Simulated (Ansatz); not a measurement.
Harmonic frequencies (cm⁻¹) at PBE0-D4/def2-TZVP from Ansatz: 30, 86, 91, 97, 121, 147, 210, 316, 320, 588, 596, 607, 639, 686, 705, 728, 782, 928, 943, 948, 951, 956, 993, 1026, 1786, 1792, 1812, 2231, 2241, 2256, 2262, 2271, 2273.

(1) Which molecule is it?
A. `[SiH3][O+]([SiH3])[InH3-]`
B. `C[BH-](C)[PH3+]`
C. `C[BH-](C)[AsH3+]`
D. `[BH3-][O+]=C(C)C`

Answers

(1) A.
